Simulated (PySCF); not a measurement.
Se(NH2)2, SMILES N[Se]N at its PBE0/def2-SVP optimised geometry (Å):

```
7

Se    -0.8278    -1.1282     0.0000
N      0.9998    -1.1282     0.0000
H      1.4268    -0.7423     0.8381
H      1.4267    -0.7425    -0.8383
N     -1.4268     0.5984     0.0000
H     -1.2022     1.1282    -0.8382
H     -1.2021     1.1282     0.8382
```

Computed with PySCF with PBE0/def2-TZVP. Cells within 0.4 Å of a nucleus heavier than hydrogen are left out (blank, or x).

Map of the log10 of the electron density (e/bohr³), floored at −4 on the plane z = 0.0 Å:

```
|0000000000000000000000000000000|
|0000000000000000000000000000000|
|0000000000000000000000000000000|
|0000000001100000000000000000000|
|0000011111111100000000000000000|
|0001112222222211000000000000000|
|0011223333333321100000000000000|
|0112334444444332110000000000000|
|0123344555555433211000000000000|
|1223455666665543221100000000000|
|1234456777776544322111000000000|
|22345677xx876654322221110000000|
|22345678xxx87654333322221100000|
|23345678xxx87654433333322110000|
|223456778x877655444444433211000|
|1234556777777655555555543321000|
|1233456677777666566666554321000|
|1223445667777766667777654432100|
|0123345667899877778887765432100|
|0122345668xxx97777xxx8765432100|
|0112345678xxxx8778xxx8765432100|
|00123456779xx977778xx8765432100|
|0012345667888776677887655432100|
|0012344566777666667776654332100|
|0012234556666655556665544321000|
|0001233455555554455555443221000|
|0001123344444444444444333210000|
|0000122333343333333333322110000|
|0000011222333222222222221100000|
|0000001112222111111111110000000|
|0000000011111100000100000000000|
```
Scale: ten equal steps from -4.00 (start of '0') to 0.348 (end of '9'), in the order '0123456789'; x runs from -3.50 to 3.50, y from -3.50 (bottom) to 3.50 (top).
